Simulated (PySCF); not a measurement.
**P²⁺: excitation energy**

P²⁺ [Ne] 3s2 3p1 (2P) → P²⁺ [Ne] 3s2 3d1 (2D), as a difference of total energies. Calculation: PySCF 2.14, in dyall-av3z; the spin-free X2C one-electron Hamiltonian (Gaussian nucleus). Correlated levels: valence: [Ne] frozen; virtual orbitals above 40 to 60 times the deepest correlated orbital energy dropped. The calculations carry no spin-orbit coupling.

| method | excitation energy (cm⁻¹) |
| --- | --- |
| UHF | 113410 |
| LDA | 104250 |
| PBE | 103020 |
| PBE0 | 106060 |
| r2SCAN | 106330 |
| B3LYP | 105260 |
| LC-wPBE | 109580 |
| TPSSh | 105730 |
| CAM-B3LYP | 107430 |
| MP2 (valence) | 109210 |
| SCS-MP2 (valence) | 108880 |

A first-order spin-orbit estimate (lowest level to lowest level, LS coupling) adds 0.041 eV.

The promoted electron is Rydberg-like, and one or two diffuse shells describe it only roughly, which tends to raise the upper state.
